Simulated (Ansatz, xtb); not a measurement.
# Ranking isomers of C5H10Ge

3 gas-phase structures of C5H10Ge, from a drawn sample of its isomers (lower ones may exist). Each was relaxed with GFN2-xTB; where two conformers were screened, the lower at r2SCAN-D4/def2-SVP is listed:

A. `C=C[C@@H]1C[C@@H]1[GeH3]`, a singlet
B. `C=C[C]1([GeH3])CC1`, a singlet
C. `C=C[C@@H]1C[C@H]1[GeH3]`, a singlet

**Question.** Make a reasoned guess at their ranking by r2SCAN-D4/def2-SVP single-point energy.

**Answer.** Calculated order at r2SCAN-D4/def2-SVP: C (0.0), A (1.2), B (3.2) kcal/mol.

Energies above the lowest of each column, in kcal/mol; the last columns are at B3LYP/def2-SVP geometries:

| structure | GFN2-xTB | HF/STO-3G | r2SCAN-D4/def2-SVP | B3LYP/def2-SVP | CCSD(T)/def2-SVP + ΔMP2/def2-TZVPP |
| --- | --- | --- | --- | --- | --- |
| C | 0.2 | 0.0 | 0.0 | 0.0 | 0.0 |
| A | 0.0 | 1.6 | 1.2 | 1.2 | 0.9 |
| B | 2.8 | 4.7 | 3.2 | 2.6 | 0.8 |

Every level run on C puts it lowest or level with the lowest. CCSD(T)/def2-SVP + ΔMP2/def2-TZVPP orders those it was run on as C (0.0), B (0.8), A (0.9) kcal/mol. Less than 1 kcal/mol parts C and B; B and A, so the order within those pairs means little. Flexible structures stand in one conformer each, not always the lowest. ΔMP2 is the change of the MP2 energy from the smaller to the larger basis.

Programs: Ansatz 0.2.0, xtb 6.7.1.
